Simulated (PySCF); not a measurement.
The numbers are results of B3LYP-D3(BJ)/def2-TZVP // PBE0-D4/def2-TZVP (PySCF), not measurements. Isolated molecules, 0 K electronic values unless said otherwise. One relaxed conformer stands for a flexible species; it need not be the lowest. B3LYP has the VWN-RPA correlation part, as in Gaussian. Delta-SCF ions had no search for a lower state. 

Reference species (SMILES): `[NH2][Ga]([NH2])[NH2]` (neutral, multiplicity 1).

* **HOMO–LUMO gap**: 6.28 eV
* **vertical ionisation energy (Delta-SCF)**: 8.72 eV
* **LUMO**: -0.18 eV

Changed species: `[NH2][Ga]([F])[F]` (1 of 3 F replaced by NH2; the reference has 3 of 3 F replaced by NH2).

Task: What does the change do to the HOMO–LUMO gap, vertical ionisation energy (Delta-SCF) and LUMO?

Result: the HOMO–LUMO gap increases by 0.26 eV, to 6.54 eV; the vertical ionisation energy (Delta-SCF) increases by 2.21 eV, to 10.93 eV; the LUMO falls by 1.37 eV, to -1.55 eV.
